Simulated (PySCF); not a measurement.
Worked example: oscillator strength and radiative lifetime

2-(4-methylthiophen-2-yl)furan (C₉H₈OS), SMILES Cc1csc(-c2ccco2)c1.

Coordinates come from a PBE-D3(BJ)/def2-SVP optimisation. One conformer was computed; it need not be the lowest.

TDDFT-PBE/def2-SVP run with PySCF puts the first singlet state with f over 0.02 at 3.99 eV (vertical), with the transition dipole (-0.370, -2.219, 0.000) in atomic units.

Q: Find the oscillator strength, the wavelength and the radiative lifetime that this transition would have in vacuum if emission retraced absorption.

A: 
|μ|² = 5.0609 au, so |μ| = 5.72 D. ΔE = 3.99/27.211 = 0.1466 hartree. f = (2/3) ΔE |μ|² = 0.495 (the program prints 0.495).
λ = 1239.84/3.99 = 311 nm; ν = 32182 cm⁻¹.
Einstein's coefficient A = 0.6670 ν² f s⁻¹ (ν in cm⁻¹) = 3.4e8 s⁻¹, so τ = 1/A = 2.9 ns. This state is S1. The figure is the radiative limit of this one transition; relaxation, internal conversion, crossing to triplets and a medium change what is measured.
